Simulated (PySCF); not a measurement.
**Mayer bond orders and bond lengths**

C4H8F3OP.
Numbering: `[CH3:1][O:2][CH2:3][PH:4][CH2:5][C:6]([F:7])([F:8])[F:9]` (hydrogens: H10, H11, H12 on C1; H13, H14 on C3; H15 on P4; H16, H17 on C5)

Structure used (GFN2-xTB), in Å, numbered top down from 1:
```xyz
17
C4H8F3OP angstrom
C     -2.3644    0.9869    0.0599
O     -1.4260   -0.0419    0.2580
C     -0.8311   -0.4852   -0.9329
P      0.5222   -1.6828   -0.4879
C      1.3870   -0.6405    0.8140
C      2.2902    0.3698    0.1575
F      3.0442   -0.1703   -0.8120
F      1.6133    1.3797   -0.4133
F      3.1425    0.9414    1.0264
H     -3.1693    0.6625   -0.6097
H     -2.7775    1.2247    1.0382
H     -1.8858    1.8772   -0.3648
H     -0.4143    0.3511   -1.5145
H     -1.5577   -1.0091   -1.5745
H     -0.2521   -2.3325    0.4769
H      2.0082   -1.2992    1.4251
H      0.6637   -0.1196    1.4438
```

Bond orders from the PBE0/pcSseg-1 density (PySCF). One conformer (not necessarily the lowest) at the GFN2-xTB geometry, without solvent, vibrations or thermal averaging.

**Question.** Where do the orders between heavy atoms depart from those drawn in the SMILES?

**Answer.** The largest departure is 0.084, at O2–C3 (drawn single, 0.916) and C1–O2 (drawn single, 0.919).

**Question.** Set the Mayer orders of the bonds beside their lengths.

**Answer.** 
| bond | drawn as | length (Å) | Mayer order |
| --- | --- | --- | --- |
| C1–O2 | single | 1.406 | 0.919 |
| O2–C3 | single | 1.403 | 0.916 |
| C3–P4 | single | 1.861 | 0.980 |
| P4–C5 | single | 1.879 | 0.958 |
| C5–C6 | single | 1.506 | 1.021 |
| C6–F7 | single | 1.342 | 1.000 |
| C6–F8 | single | 1.343 | 0.989 |
| C6–F9 | single | 1.345 | 1.004 |
| C1–H10 | single | 1.096 | 0.961 |
| C1–H11 | single | 1.088 | 0.972 |
| C1–H12 | single | 1.096 | 0.961 |
| C3–H13 | single | 1.101 | 0.920 |
| C3–H14 | single | 1.102 | 0.937 |
| P4–H15 | single | 1.397 | 0.931 |
| C5–H16 | single | 1.092 | 0.931 |
| C5–H17 | single | 1.091 | 0.908 |

By pair of heavy elements: C–O: all 2 within 0.02 of one another (0.916 to 0.919). C–P: lowest P4–C5 (0.958, 1.879 Å), highest C3–P4 (0.980, 1.861 Å). C–F: all 3 within 0.02 of one another (0.989 to 1.004).

**Question.** Sum the orders of all bonds at each heavy atom with more than one neighbour and set the sums beside the valence in the SMILES.

**Answer.** C1 3.813 (drawn 4), O2 1.835 (drawn 2), C3 3.753 (drawn 4), P4 2.869 (drawn 3), C5 3.818 (drawn 4), C6 4.014 (drawn 4). Orders between atoms that aren't bonded are not in these sums.

For a closed shell the Mayer order of atoms A and B is Σ (PS)μν (PS)νμ over the basis functions μ on A and ν on B, with P the density and S the overlap matrix.

The run behind these numbers computed NMR shieldings as well. Time: 20 s of wall time (grids of density and orbitals included); peak memory 0.88 GiB. Hardware: AMD EPYC 9R45, one thread, on a shared host.
